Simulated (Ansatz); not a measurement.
Stepwise reaction of `N#[C][SnH3]` with hydrogen fluoride, as a gas-phase model of exchange steps in deposition or etching. ΔE in kJ/mol; ΔG adds harmonic PBE0-D4 terms to CCSD(T)/CBS, at 1 bar.

Gas-phase electronic energies from Ansatz, PBE0-D4/def2-TZVP geometries. CBS: MP2 limit from def2 TZ/QZ plus the TZ coupled-cluster correction, frozen cores. This one scheme is used for every species. Functionals use def2-TZVPP. B3LYP here is the variant with VWN-RPA as its local correlation; programs differ in this. def2 core potentials past Kr. For Sn outer-core shells are correlated without core-valence functions, which leaves a few kJ/mol of doubt a bond.

```
step                                                    reaction  PBE-D4  B3LYP-D4  ωB97M-V  CCSD(T)/CBS  ΔG(600 K)
   2          `N#[C][SnH2][F]` + H–F → `N#[C][SnH]([F])[F]` + H₂   -28.5     -29.0    -25.9        -26.5      -24.7
   3  `N#[C][SnH]([F])[F]` + H–F → `N#[C][Sn]([F])([F])[F]` + H₂   -10.9     -10.0     -8.0         -9.4       -1.7
```

(1) Give the row of step 1, `N#[C][SnH3]` + H–F → `N#[C][SnH2][F]` + H₂. (Best estimate.)

(2) By hand: ΔE of the 3 steps together at CCSD(T)/CBS.

## Answers

(1) Ansatz gave: 
```
step                                     reaction  PBE-D4  B3LYP-D4  ωB97M-V  CCSD(T)/CBS  ΔG(600 K)
   1  `N#[C][SnH3]` + H–F → `N#[C][SnH2][F]` + H₂   -27.8     -30.3    -25.9        -25.9      -29.7
```

(2) (-25.9) + (-26.5) + (-9.4) = -61.8 kJ/mol, or -20.6 kJ/mol a step.

In ΔE step 2 is the lowest and step 3 the highest. All are downhill at CCSD(T)/CBS. ΔG lies between -29.7 and -1.7 kJ/mol a step. PBE-D4 differs from CCSD(T)/CBS by -2.0 to -1.5 kJ/mol a step. Isolated molecules leave out the surface, adducts and barriers. Largest T1 diagnostic: 0.015.
